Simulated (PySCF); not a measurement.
Isomers of C5H10OP2, mass 148.021 u with the commonest isotopes. The calculation used PBE0/pcSseg-1 in PySCF (dipole) on a GFN2-xTB geometry, gas phase. One conformer each, none proved a minimum here; rigid rotors.

**Question.** Order these by out-of-plane moment Σ m c² = (Ia + Ib − Ic)/2, largest first.
A. `[CH3:1][C:2]1=[CH:3][CH2:4][P@@:5](=[O:6])([PH2:7])[CH2:8]1` with C4–P5–P7–H -84° and -176°, C2–C3–C4–P5 -20°, C3–C4–P5–O6 151°, C4–P5–C8–C2 -27°, C1–C2–C8–P5 -160°
B. `[CH3:1][O:2][C:3]([CH3:4])=[C:5]=[P:6][CH2:7][PH2:8]` with C1–O2–C3–C4 6°, C5–P6–C7–P8 60°, P6–C7–P8–H -50° and 43°
C. `[O:1]=[C:2]1[CH2:3][CH2:4][P:5]([PH2:6])[CH2:7][CH2:8]1` with C4–P5–P6–H 89° and -179°, O1–C2–C3–C4 116°, C2–C3–C4–P5 58°, C3–C4–P5–P6 53°, C4–P5–C7–C8 49°

**Answer.** C (95.02 u·Å²), A (88.16 u·Å²), B (63.13 u·Å²).

**Question.** Order these by rotational constant B, smallest first.
A. `[CH3:1][O:2][C:3]([CH3:4])=[C:5]=[P:6][CH2:7][PH2:8]` with C1–O2–C3–C4 6°, C5–P6–C7–P8 60°, P6–C7–P8–H -50° and 43°
B. `[O:1]=[C:2]1[CH2:3][CH2:4][P:5]([PH2:6])[CH2:7][CH2:8]1` with C4–P5–P6–H 89° and -179°, O1–C2–C3–C4 116°, C2–C3–C4–P5 58°, C3–C4–P5–P6 53°, C4–P5–C7–C8 49°
C. `[CH3:1][C:2]1=[CH:3][CH2:4][P@@:5](=[O:6])([PH2:7])[CH2:8]1` with C4–P5–P7–H -84° and -176°, C2–C3–C4–P5 -20°, C3–C4–P5–O6 151°, C4–P5–C8–C2 -27°, C1–C2–C8–P5 -160°

**Answer.** A (661.5 MHz), B (1017 MHz), C (1092 MHz).

**Question.** Order these by rotational constant A, smallest first.
A. `[CH3:1][O:2][C:3]([CH3:4])=[C:5]=[P:6][CH2:7][PH2:8]` with C1–O2–C3–C4 6°, C5–P6–C7–P8 60°, P6–C7–P8–H -50° and 43°
B. `[O:1]=[C:2]1[CH2:3][CH2:4][P:5]([PH2:6])[CH2:7][CH2:8]1` with C4–P5–P6–H 89° and -179°, O1–C2–C3–C4 116°, C2–C3–C4–P5 58°, C3–C4–P5–P6 53°, C4–P5–C7–C8 49°
C. `[CH3:1][C:2]1=[CH:3][CH2:4][P@@:5](=[O:6])([PH2:7])[CH2:8]1` with C4–P5–P7–H -84° and -176°, C2–C3–C4–P5 -20°, C3–C4–P5–O6 151°, C4–P5–C8–C2 -27°, C1–C2–C8–P5 -160°

**Answer.** C (2145 MHz), A (2327 MHz), B (2411 MHz).

```tsv
SMILES	point group	Ia (u·Å²)	Ib (u·Å²)	Ic (u·Å²)	κ	μa (D)	μb (D)	μc (D)
COC(C)=C=PCP	C1	217.19	763.95	854.89	-0.92	2.80	1.66	0.60
CC1=CC[P@@](=O)(P)C1	C1	235.60	462.60	521.87	-0.79	2.86	1.61	0.80
O=C1CCP(P)CC1	near Cs	209.64	496.87	516.47	-0.95	2.39	0.04	0.05
```
